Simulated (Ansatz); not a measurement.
Input for Ansatz (a first-principles code): R-CCSD(T)/def2-TZVPP on CH4O2Sn (SMILES C[O][Sn][OH]), a point of a torsion scan. Elements past Kr take the def2 small-core potentials; no spin–orbit coupling. The run froze 12 orbitals, filled d shells among them.

Ansatz 0.2 input:
```yaml
crystal:
  periodic: [false, false, false]
  atoms:
    - {symbol: C, position_ang: [-1.33290543, 0.21687056, -0.41008005]}
    - {symbol: O, position_ang: [-0.45662311, 0.62663228, 0.60428682]}
    - {symbol: Sn, position_ang: [1.22037158, 0.19426324, 1.66980991]}
    - {symbol: O, position_ang: [1.82442196, -1.58613423, 0.88394268]}
    - {symbol: H, position_ang: [-2.34878862, 0.16103624, -0.01015628]}
    - {symbol: H, position_ang: [-1.06083173, -0.76313628, -0.81404712]}
    - {symbol: H, position_ang: [-1.31674342, 0.94736497, -1.22308677]}
    - {symbol: H, position_ang: [1.41787514, -2.08974191, 0.18087742]}
basis:
  gaussian:
    orbitals: def2-TZVPP
magnetization: {spin_polarized: false}
correlation: {method: ccsd_t, electrons: outside_noble_gas}
scf: {lower_state_search: off}
```

It printed:

```
WARN ansatz: RAYON_NUM_THREADS=1 ignored (pool sized by the plan → 1); use --threads N
Functional definition: HF
these checks for a lower state are left out or cut short: stability, starts, cluster_reference, orbital_swaps, neighbouring_geometries, increment
integrals: 0.79 GiB planned
1383 factors; integrals over basis functions are off by at most 9.8e-4 eV
mean field: 0.60 GiB planned
mean field evaluation 1: about -10970.5507 eV, gradient 5.5e1 eV
mean field evaluation 2: about -10970.7344 eV, gradient 5.5e1 eV
mean field evaluation 4: about -10976.6818 eV, gradient 3.5e0 eV
mean field evaluation 8: about -10976.7639 eV, gradient 3.9e-1 eV
mean field evaluation 16: about -10976.7647 eV, gradient 1.5e-6 eV
mean field -10976.76474068 eV, -403.3886639016 hartree, gradient 1.5e-6 eV, S^2 0.000000; 0 other end points of the search recorded, 0 dependent functions left out
12 core orbitals not correlated
reference -10976.76474068 eV, -403.3886639016 hartree; 12, 12 occupied and 175, 175 virtual orbitals, 1383 factors
second order -20.40260931 eV of doubles, -0.00000000 eV of singles
coupled cluster: 1.19 GiB planned
cycle   1  -20.18681971 eV  change    2.2e-1 eV  update   1.3e-1
cycle   2  -20.71390152 eV  change   -5.3e-1 eV  update   4.5e-2
cycle   3  -20.88698580 eV  change   -1.7e-1 eV  update   2.6e-2
cycle   4  -20.87391638 eV  change    1.3e-2 eV  update   8.1e-3
cycle   5  -20.86748833 eV  change    6.4e-3 eV  update   4.4e-3
cycle   6  -20.86973509 eV  change   -2.2e-3 eV  update   1.8e-3
cycle   7  -20.86943490 eV  change    3.0e-4 eV  update   6.8e-4
cycle   8  -20.86912934 eV  change    3.1e-4 eV  update   2.0e-4
cycle   9  -20.86918679 eV  change   -5.7e-5 eV  update   1.0e-4
cycle  10  -20.86923790 eV  change   -5.1e-5 eV  update   3.8e-5
cycle  11  -20.86919700 eV  change    4.1e-5 eV  update   2.0e-5
cycle  12  -20.86921434 eV  change   -1.7e-5 eV  update   8.3e-6
perturbative correction -0.82203694 eV, -0.0302093003 hartree
Total energy: -10998.45599196 eV, -404.1858026832 hartree
Checks for a lower state left out: stability, starts, cluster_reference, orbital_swaps, neighbouring_geometries, increment
```

Self-consistency was reached.

Cost: around 4 core-minutes (rough).
